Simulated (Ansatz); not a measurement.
Ansatz (an electronic-structure program) input (B3LYP-D3(BJ)/def2-TZVP):

Ansatz 0.2 input:
```yaml
crystal:
  periodic: [false, false, false]
  atoms:
    - {symbol: Si, position_ang: [1.54740999, 0.42832810, 0.42588122]}
    - {symbol: Cl, position_ang: [1.18260062, 2.36068849, 0.45769815]}
    - {symbol: Cl, position_ang: [2.31320887, -0.30050641, -1.22915980]}
    - {symbol: O, position_ang: [-0.14316468, -0.33615762, 0.49667922]}
    - {symbol: Si, position_ang: [-1.51108480, -0.30041521, -0.65796274]}
    - {symbol: H, position_ang: [2.00520570, -0.16669337, 1.66483145]}
    - {symbol: H, position_ang: [-1.97059926, 1.07427921, -0.54260175]}
    - {symbol: H, position_ang: [-2.33925309, -1.32246342, -0.03554358]}
    - {symbol: H, position_ang: [-0.83647651, -0.65677760, -1.89316808]}
    - {symbol: H, position_ang: [-0.34611268, -0.74510645, 1.34742584]}
basis:
  gaussian:
    orbitals: def2-TZVP
hamiltonian:
  xc: b3lyp
  dispersion: d3bj
total_charge: 1
relax: {f_tol: 0.002, max_steps: 150}
```

End of the output:

```
reference -42930.02790991 eV, -1577.6494266710 hartree; 37, 37 occupied and 172, 172 virtual orbitals, 1419 factors
relax step  62: F+E_penalty+E_count = -42930.58584160 eV  Δ(F+E_penalty+E_count) = -2.045e-5 eV  max|allowed force component| = 1.043e-2 eV/Å  Δτ_max = 0.0107 Å  (32 SCF iters, accepted)
these checks for a lower state are left out or cut short: starts, cluster_reference, orbital_swaps, neighbouring_geometries, increment
integrals: 0.17 GiB planned
1419 factors; their error is unknown
mean field: 1.44 GiB planned
mean field evaluation 448: about -42930.0278 eV, gradient 8.2e-6 eV
mean field -42930.02780308 eV, -1577.6494227450 hartree, gradient 8.2e-6 eV, S^2 0.000000; 0 other end points of the search recorded, 0 dependent functions left out
the calculation of the forces begins
reference -42930.02812115 eV, -1577.6494344341 hartree; 37, 37 occupied and 172, 172 virtual orbitals, 1419 factors
relax step  63: F+E_penalty+E_count = -42930.58585307 eV  Δ(F+E_penalty+E_count) = -1.147e-5 eV  max|allowed force component| = 7.733e-3 eV/Å  Δτ_max = 0.0153 Å  (31 SCF iters, accepted)
these checks for a lower state are left out or cut short: starts, cluster_reference, orbital_swaps, neighbouring_geometries, increment
integrals: 0.17 GiB planned
1419 factors; their error is unknown
mean field: 1.44 GiB planned
mean field -42930.02786248 eV, -1577.6494249280 hartree, gradient 1.4e-5 eV, S^2 0.000000; 0 other end points of the search recorded, 0 dependent functions left out
the calculation of the forces begins
reference -42930.02818053 eV, -1577.6494366163 hartree; 37, 37 occupied and 172, 172 virtual orbitals, 1419 factors
relax step  64: F+E_penalty+E_count = -42930.58585587 eV  Δ(F+E_penalty+E_count) = -2.797e-6 eV  max|allowed force component| = 2.271e-3 eV/Å  Δτ_max = 0.0051 Å  (23 SCF iters, accepted)
these checks for a lower state are left out or cut short: starts, cluster_reference, orbital_swaps, neighbouring_geometries, increment
integrals: 0.17 GiB planned
1419 factors; their error is unknown
mean field: 1.44 GiB planned
mean field -42930.02784914 eV, -1577.6494244380 hartree, gradient 8.0e-5 eV, S^2 0.000000; 0 other end points of the search recorded, 0 dependent functions left out
the calculation of the forces begins
reference -42930.02816721 eV, -1577.6494361267 hartree; 37, 37 occupied and 172, 172 virtual orbitals, 1419 factors
relax step  65: F+E_penalty+E_count = -42930.58585696 eV  Δ(F+E_penalty+E_count) = -1.094e-6 eV  max|allowed force component| = 1.059e-3 eV/Å  Δτ_max = 0.0011 Å  (20 SCF iters, accepted)
integrals: 0.17 GiB planned
1419 factors; their error is unknown
mean field: 1.44 GiB planned
mean field -42930.02784914 eV, -1577.6494244380 hartree, gradient 8.0e-5 eV, S^2 0.000000; 1 other end points of the search recorded, 0 dependent functions left out
the calculation of the forces begins
reference -42930.02816721 eV, -1577.6494361267 hartree; 37, 37 occupied and 172, 172 virtual orbitals, 1419 factors
Total energy: -42930.58617503 eV, -1577.6699425359 hartree
Atom 0 at     1.455051     0.400604     0.463695 Å, force     0.000396     0.000258    -0.000322 eV/Å
Atom 1 at     1.363762     1.944137    -0.810518 Å, force    -0.000097     0.000472    -0.000091 eV/Å
Atom 2 at     2.989843    -0.859408     0.200420 Å, force    -0.000295     0.000122     0.000196 eV/Å
Atom 3 at     0.055880    -0.604878     0.012738 Å, force     0.000212    -0.001059     0.000046 eV/Å
Atom 4 at    -1.638219    -0.088364    -0.345225 Å, force    -0.000347     0.000573    -0.000005 eV/Å
Atom 5 at     1.201797     0.777025     1.848488 Å, force     0.000103    -0.000185     0.000263 eV/Å
Atom 6 at    -1.759383     1.076027     0.536299 Å, force    -0.000066    -0.000050    -0.000213 eV/Å
Atom 7 at    -2.395595    -1.278907     0.053382 Å, force    -0.000163     0.000257    -0.000028 eV/Å
Atom 8 at    -1.641899     0.209084    -1.779736 Å, force    -0.000145    -0.000086     0.000068 eV/Å
Atom 9 at     0.270499    -1.540145    -0.145464 Å, force     0.000402    -0.000302     0.000087 eV/Å
Dipole moment:    -0.897147    -0.474509     0.113427 e Å
```

It need not be the lowest isomer of its formula.
